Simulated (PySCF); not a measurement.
Li(Me) cation (CH3Li), SMILES [Li][CH3] (connectivity only; charge and spin as stated), charge +1, multiplicity 2.

Geometry optimised at ωB97X-D3(BJ)/def2-TZVPD. The multiplicity is an assumed one; other spin states were not compared. The isomer is the one that the SMILES or the coordinates give; other isomers of the formula were not compared.

Method: TDA-M06-2X/def2-TZVPD in PySCF.

Vertical excitations; the highest root listed may be one member of a degenerate set. Isolated molecule, no solvent.

```csv
state,energy (eV),λ (nm),f,main pairs
root 1,5.51,225,0.000,β HOMO→LUMO 86 %
root 2,5.51,225,0.000,β HOMO−1→LUMO 86 %
root 3,6.17,201,0.045,α HOMO→LUMO 95 %
root 4,7.57,164,0.037,α HOMO→LUMO+1 (degenerate set)
root 5,7.57,164,0.037,α HOMO→LUMO+2 (degenerate set)
root 6,8.06,154,0.016,α HOMO→LUMO+3 88 %
root 7,9.66,128,0.009,"α HOMO→LUMO+9, α HOMO→LUMO+4 (degenerate set)"
root 8,9.66,128,0.009,"α HOMO→LUMO+8, α HOMO→LUMO+5 (degenerate set)"
root 9,10.14,122,0.014,β HOMO−1→LUMO+1 (degenerate set)
root 10,10.14,122,0.014,β HOMO→LUMO+1 (degenerate set)
```
Unrestricted roots are not spin-pure.
